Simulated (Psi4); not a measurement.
C3H9ClGe (SMILES [CH3][Ge]([CH3])([CH3])[Cl]), singlet, geometry from GFN2-xTB; B3LYP5/STO-3G (Psi4).

Psi4 was given this input:
```
memory 2 GB

molecule {
0 1
C    -0.77230139    1.57821827   -1.11854410
Ge   -0.04763205   -0.06225771   -0.24982595
C     1.69340635   -0.62408479   -1.03983478
C    -1.37542605   -1.54795613   -0.22449554
Cl    0.34045905    0.44499871    1.78567799
H    -0.99361914    1.39040869   -2.16436519
H    -1.68546124    1.89671087   -0.62413822
H    -0.05160324    2.38858347   -1.05822792
H     2.09430243   -1.47927120   -0.50348214
H     1.56877166   -0.89824906   -2.08256959
H     2.41540828    0.18511590   -0.97947698
H    -1.62039297   -1.85834639   -1.23526003
H    -2.28890481   -1.23111656    0.27038308
H    -0.97615267   -2.40363106    0.31228822
}

set {
  basis sto-3g
  scf_type pk
  puream true
  d_convergence 1e-8
  dft_radial_points 99
  dft_spherical_points 590
}

energy('b3lyp5')
print_variables()
```

It wrote (shortened):

```
   => Loading Basis Set <=

    Name: STO-3G
    Role: ORBITAL
    Keyword: BASIS

         ---------------------------------------------------------
                                   SCF
               by Justin Turney, Rob Parrish, Andy Simmonett
                          and Daniel G. A. Smith
                              RKS Reference
         ---------------------------------------------------------

  ==> Geometry <==

    Molecular point group: c1
    Full point group: C1

    Geometry (in Angstrom), charge = 0, multiplicity = 1:

       Center              X                  Y                   Z               Mass
    ------------   -----------------  -----------------  -----------------  -----------------
         C           -0.781283619676     1.566478000566    -1.165655110191    12.000000000000
         GE          -0.056614279676    -0.073997979434    -0.296936960191    73.921177761000
         C            1.684424120324    -0.635825059434    -1.086945790191    12.000000000000
         C           -1.384408279676    -1.559696399434    -0.271606550191    12.000000000000
         CL           0.331476820324     0.433258440566     1.738566979809    34.968852682000
         H           -1.002601369676     1.378668420566    -2.211476200191     1.007825032230
         H           -1.694443469676     1.884970600566    -0.671249230191     1.007825032230
         H           -0.060585469676     2.376843200566    -1.105338930191     1.007825032230
         H            2.085320200324    -1.491011469434    -0.550593150191     1.007825032230
         H            1.559789430324    -0.909989329434    -2.129680600191     1.007825032230
         H            2.406426050324     0.173375630566    -1.026587990191     1.007825032230
         H           -1.629375199676    -1.870086659434    -1.282371040191     1.007825032230
         H           -2.297887039676    -1.242856829434     0.223272069809     1.007825032230
         H           -0.985134899676    -2.415371329434     0.265177209809     1.007825032230

  Running in c1 symmetry.

  Rotational constants: A =      0.09202  B =      0.06584  C =      0.06584 [cm^-1]
  Rotational constants: A =   2758.73330  B =   1973.82997  C =   1973.82997 [MHz]
  Nuclear repulsion =  482.888435062374754

  Charge       = 0
  Multiplicity = 1
  Electrons    = 76
  Nalpha       = 38
  Nbeta        = 38

  ==> Algorithm <==

  SCF Algorithm Type is PK.
  DIIS enabled.
  MOM disabled.
  Fractional occupation disabled.
  Guess Type is SAD.
  Energy threshold   = 1.00e-06
  Density threshold  = 1.00e-08
  Integral threshold = 1.00e-12

  ==> Primary Basis <==

  Basis Set: STO-3G
    Blend: STO-3G
    Number of shells: 31
    Number of basis functions: 51
    Number of Cartesian functions: 52
    Spherical Harmonics?: true
    Max angular momentum: 2

  ==> DFT Potential <==

   => LibXC <=

    Version 7.1.2
    S. Lehtola, C. Steigemann, M. J. T. Oliveira, and M. A. L. Marques,  SoftwareX 7, 1–5 (2018) (10.1016/j.softx.2017.11.002)

   => Composite Functional: B3LYP5 <=

    B3LYP5 Hyb-GGA Exchange-Correlation Functional

    P. J. Stephens, F. J. Devlin, C. F. Chabalowski, and M. J. Frisch,  J. Phys. Chem. 98, 11623 (1994) (10.1021/j100096a001)

    Deriv               =              1
    GGA                 =           TRUE
    Meta                =          FALSE

    Exchange Hybrid     =           TRUE
    MP2 Hybrid          =          FALSE

   => Exchange Functionals <=

    0.0800   Slater exchange
    0.7200         Becke 88

   => Exact (HF) Exchange <=

    0.2000               HF

   => Correlation Functionals <=

    0.1900   Vosko, Wilk & Nusair (VWN5)
    0.8100   Lee, Yang & Parr

   => LibXC Density Thresholds  <==

    XC_HYB_GGA_XC_B3LYP5:  1.00E-15

   => Molecular Quadrature <=

    Radial Scheme          =       TREUTLER
    Pruning Scheme         =           NONE
    Nuclear Scheme         =       TREUTLER

    Blocking Scheme        =         OCTREE
    BS radius alpha        =              1
    Pruning alpha          =              1
    Radial Points          =             99
    Spherical Points       =            590
    Total Points           =         757148
    Total Blocks           =           5270
    Max Points             =            256
    Max Functions          =             47
    Weights Tolerance      =       1.00E-15

  ==> Integral Setup <==

  Using in-core PK algorithm.
   Calculation information:
      Number of atoms:                  14
      Number of AO shells:              31
      Number of primitives:             93
      Number of atomic orbitals:        52
      Number of basis functions:        51

      Integral cutoff                 1.00e-12
      Number of threads:                 1

  Performing in-core PK
  Using 1759602 doubles for integral storage.
  We computed 106819 shell quartets total.
  Whereas there are 123256 unique shell quartets.

  ==> DiskJK: Disk-Based J/K Matrices <==

    J tasked:                  Yes
    K tasked:                  Yes
    wK tasked:                  No
    Schwarz Cutoff:          1E-12

  Minimum eigenvalue in the overlap matrix is 2.3079129165E-01.
  Reciprocal condition number of the overlap matrix is 9.8485325164E-02.
    Using symmetric orthogonalization.

  ==> Pre-Iterations <==

  SCF Guess: Superposition of Atomic Densities via on-the-fly atomic UHF (no occupation information).

   -------------------------
    Irrep   Nso     Nmo
   -------------------------
     A         51      51
   -------------------------
    Total      51      51
   -------------------------

  ==> Iterations <==

                        Total Energy        Delta E     RMS |[F,P]|

   @RKS iter SAD: -2622.36679034071403   -2.62237e+03   0.00000e+00
   @RKS iter   1: -2625.98294751784124   -3.61616e+00   1.34665e-02 DIIS/ADIIS
   @RKS iter   2: -2620.46867171312988    5.51428e+00   6.85035e-02 DIIS/ADIIS
   @RKS iter   3: -2626.28752499992879   -5.81885e+00   6.09582e-03 DIIS/ADIIS
   @RKS iter   4: -2626.35734102858669   -6.98160e-02   1.51536e-03 DIIS/ADIIS
   @RKS iter   5: -2626.36096312875316   -3.62210e-03   2.63001e-04 DIIS/ADIIS
   @RKS iter   6: -2626.36110402935265   -1.40901e-04   2.62232e-05 DIIS
   @RKS iter   7: -2626.36110605925342   -2.02990e-06   3.42822e-06 DIIS
   @RKS iter   8: -2626.36110609015213   -3.08987e-08   2.66452e-07 DIIS
   @RKS iter   9: -2626.36110609033813   -1.85992e-10   5.91075e-08 DIIS
   @RKS iter  10: -2626.36110609034040   -2.27374e-12   3.77622e-08 DIIS
   @RKS iter  11: -2626.36110609034540   -5.00222e-12   3.08742e-09 DIIS
  Energy and wave function converged.

  ==> Post-Iterations <==

   Electrons on quadrature grid:
      Ntotal   =   76.0000007381 ; deviation = 7.381e-07

    Orbital Energies [Eh]
    ---------------------

    Doubly Occupied:

       1A   -394.163988     2A   -100.373864     3A    -48.004758
       4A    -43.654869     5A    -43.653571     6A    -43.653571
       7A     -9.983006     8A     -9.982874     9A     -9.982874
      10A     -9.182115    11A     -6.959736    12A     -6.946683
      13A     -6.946683    14A     -5.551729    15A     -3.781526
      16A     -3.775510    17A     -3.775510    18A     -0.734361
      19A     -0.674434    20A     -0.656308    21A     -0.656308
      22A     -0.429595    23A     -0.387524    24A     -0.381785
      25A     -0.381785    26A     -0.372121    27A     -0.372121
      28A     -0.362746    29A     -0.300340    30A     -0.292566
      31A     -0.292566    32A     -0.243871    33A     -0.243871
      34A     -0.219188    35A     -0.219188    36A     -0.212392
      37A     -0.187432    38A     -0.187432

    Virtual:

      39A      0.163821    40A      0.221148    41A      0.281824
      42A      0.281824    43A      0.456621    44A      0.456621
      45A      0.462372    46A      0.476242    47A      0.476242
      48A      0.476902    49A      0.487561    50A      0.498482
      51A      0.498482

    Final Occupation by Irrep:
              A
    DOCC [    38 ]
    NA   [    38 ]
    NB   [    38 ]

  @RKS Final Energy: -2626.36110609034540

   => Energetics <=

    Nuclear Repulsion Energy =            482.8884350623747537
    One-Electron Energy =               -4629.8346258929495889
    Two-Electron Energy =                1623.0461615619276472
    DFT Exchange-Correlation Energy =    -102.4610768216981000
    Empirical Dispersion Energy =           0.0000000000000000
    VV10 Nonlocal Energy =                  0.0000000000000000
    Total Energy =                      -2626.3611060903449470

Computation Completed

Properties will be evaluated at   0.000000,   0.000000,   0.000000 [a0]

Properties computed using the SCF density matrix

 Multipole Moments:

 ------------------------------------------------------------------------------------
     Multipole            Electronic (a.u.)      Nuclear  (a.u.)        Total (a.u.)
 ------------------------------------------------------------------------------------

 L = 1.  Multiply by 2.5417464519 to convert [e a0] to [Debye]
 Dipole X            :          1.0836726           -1.2900205           -0.2063479
 Dipole Y            :          1.4164191           -1.6861277           -0.2697086
 Dipole Z            :          5.6837678           -6.7660446           -1.0822769
 Magnitude           :                                                    1.1343040

 ------------------------------------------------------------------------------------

  Variable Map:
  ----------------------------------------------------------------------------
  "CURRENT ENERGY"              =>   -2626.361106090345
  "CURRENT REFERENCE ENERGY"    =>   -2626.361106090345
  "DD SOLVATION ENERGY"         =>       0.000000000000
  "DFT FUNCTIONAL TOTAL ENERGY" =>   -2626.361106090345
  "DFT TOTAL ENERGY"            =>   -2626.361106090345
  "DFT VV10 ENERGY"             =>       0.000000000000
  "DFT XC ENERGY"               =>    -102.461076821698
  "GRID ELECTRONS ALPHA"        =>      38.000000369069
  "GRID ELECTRONS BETA"         =>      38.000000369069
  "GRID ELECTRONS TOTAL"        =>      76.000000738139
  "NUCLEAR REPULSION ENERGY"    =>     482.888435062375
  "ONE-ELECTRON ENERGY"         =>   -4629.834625892950
  "PCM POLARIZATION ENERGY"     =>       0.000000000000
  "PE ENERGY"                   =>       0.000000000000
  "SCF ITERATION ENERGY"        =>   -2626.361106090345
  "SCF ITERATIONS"              =>      11.000000000000
  "SCF TOTAL ENERGY"            =>   -2626.361106090345
  "TWO-ELECTRON ENERGY"         =>    1623.046161561928
  "XC GRID RADIAL POINTS"       =>      99.000000000000
  "XC GRID SPHERICAL POINTS"    =>     590.000000000000
  "XC GRID TOTAL POINTS"        =>  757148.000000000000

  Array Variable Map:
  ----------------------------------------------------------------------------
  "CURRENT DIPOLE"              =>      -0.206347930501 ... -1.082276892604 1 by 3
  "SCF DIPOLE"                  =>      -0.206347930501 ... -1.082276892604 1 by 3
  "SCF TOTAL ENERGIES"          =>   -2622.366790340714 ... -2626.361106090345 1 by 12
```
